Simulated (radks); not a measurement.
Values are calculated unless marked as measured or tabulated.
Task: The mean radii <r> (bohr) of the occupied orbitals of an atom or ion are listed with their occupations. Level of theory: non-relativistic Kohn-Sham, SCAN, spin-polarised, spherical densities, point nucleus; meta-GGA in the generalised Kohn-Sham scheme (a radial shooting solver on a logarithmic mesh with Libxc functionals).

orbital  occ.      <r>
1s up       1  0.05485
1s down     1  0.05485
2s up       1   0.2480
2s down     1   0.2477
2p up       3   0.2167
2p down     3   0.2164
3s up       1   0.7485
3s down     1   0.7507
3p up       3   0.7811
3p down     3   0.7847
3d up       5   0.9514
3d down     3   0.9794
5p up       1    7.187

Name the element and its charge. Open shells, if any, are filled with parallel spins first.

Result: Z = 28, nickel, charge +1: Ni+ in [Ar] 3d8 5p1. The 1s radius gives Z: for a bare nucleus <r> = 1.5/Z, 0.05357 bohr for Z = 28, and screening makes it slightly larger (0.05485 here). The occupations add up to 27, and the charge is Z minus that.
